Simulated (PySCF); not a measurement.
System: BaF2, singlet: symmetric bend, bond length relaxed. Scanned: F-Ba-F angle. Other coordinates (Ba-F bond length) were minimised at PBE0/def2-TZVP.

The free coordinates were minimised at PBE0/def2-TZVP in PySCF; the energy column is CCSD(T) on RHF/def2-TZVP, 2 core orbitals frozen, def2 effective core potentials past Kr (PySCF), in kcal/mol.

```csv
a / °,Ba-F bond length / Å,E
180,2.284,5.56
170,2.281,5.14
160,2.273,4.05
150,2.263,2.61
140,2.250,1.23
130,2.238,0.27
120,2.226,0.00
110,2.219,0.65
100,2.212,2.46
90,2.205,5.70
80,2.202,10.80
```
